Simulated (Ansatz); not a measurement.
CH4BNO, SMILES `BOC=N` at its PBE0-D4/def2-TZVP geometry, where that method's forces vanish. The species carries charge 0 and has multiplicity 1.

```xyz
8

B     0.8021   -1.0009    0.7663
O     0.7754   -0.2713   -0.3832
C    -0.1808    0.6501   -0.6553
N    -1.3834    0.4605   -0.3628
H     0.0790   -0.7199    1.6727
H     1.6129   -1.8761    0.8012
H     0.2458    1.5087   -1.1783
H    -1.9511    1.2489   -0.6606
```

What forces (eV/Å) does r2SCAN-D4/def2-TZVPP give on these atoms in Ansatz? (An estimate is asked.)

The calculation gave: 
```
B1   0.019 -0.144  0.187
O2   0.197 -0.113 -0.070
C3   0.053  0.318 -0.144
N4  -0.294 -0.124  0.098
H5   0.028  0.006 -0.032
H6  -0.028  0.028 -0.010
H7   0.033 -0.001 -0.011
H8  -0.008  0.030 -0.019
```
